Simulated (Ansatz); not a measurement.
Reaction (redistribution): `F[Si]O[SiH3]` + `C[SiH](S)Cl` → `[SiH3]O[Si]S` + `C[SiH](F)Cl`

Gas-phase electronic energies from Ansatz, PBE0-D4/def2-TZVP geometries. CCSD(T)/CBS adds triple-zeta CCSD(T) − MP2 to the extrapolated MP2 energy (def2 sets, frozen cores). This one scheme is used for every species. Functionals use def2-TZVPP. HSE06 is defined as in plane-wave codes. Each species was taken in one conformer, which may not be the lowest.

Task: Is it downhill or uphill in electronic energy at CCSD(T)/CBS, and by how much? (An estimate is asked.)

Result: Ansatz gave: Uphill: ΔE = +1.7 kcal/mol.

Task: What do these levels give: PBE-D4, revPBE-D4, r2SCANh-D4, ωB97X-V, PBE-QIDH, revPBE, r2SCANh, HSE06, SCS-MP2/def2-TZVPP, MP2/def2-QZVPP, SCS-MP2/def2-QZVPP, HF/CBS(def2)? (Estimate.)

Result: Computed: PBE-D4 1.4, revPBE-D4 1.4, r2SCANh-D4 0.6, ωB97X-V 2.5, PBE-QIDH 1.4, revPBE 1.0, r2SCANh 0.5, HSE06 1.1, SCS-MP2/def2-TZVPP 1.7, MP2/def2-QZVPP 2.1, SCS-MP2/def2-QZVPP 1.9, HF/CBS(def2) 0.9 kcal/mol.

Task: What do rigid-rotor, harmonic-oscillator terms from PBE0-D4/def2-TZVP frequencies (298.15 K, 1 bar) make of the CCSD(T)/CBS value? (Estimate.)

Result: Ansatz gave: ΔZPE = +0.3 kcal/mol, ΔH = +1.8 kcal/mol, ΔS = -11 J/(mol·K), ΔG = +2.6 kcal/mol. Modes under 50 cm⁻¹ make the entropy rough.

Largest T1 diagnostic among the species: 0.015.

In def2-TZVPP, CCSD(T) changes the Hartree–Fock value by +0.8 kcal/mol (the triples alone add −0.1 kcal/mol) and MP2 by +1.2 kcal/mol. Leaving LDA and LC-ωPBE aside and taking each functional with its dispersion term where it has one, the values, not all of them listed here, spread over 2.0 kcal/mol, from r2SCAN-D4 to ωB97M-V.
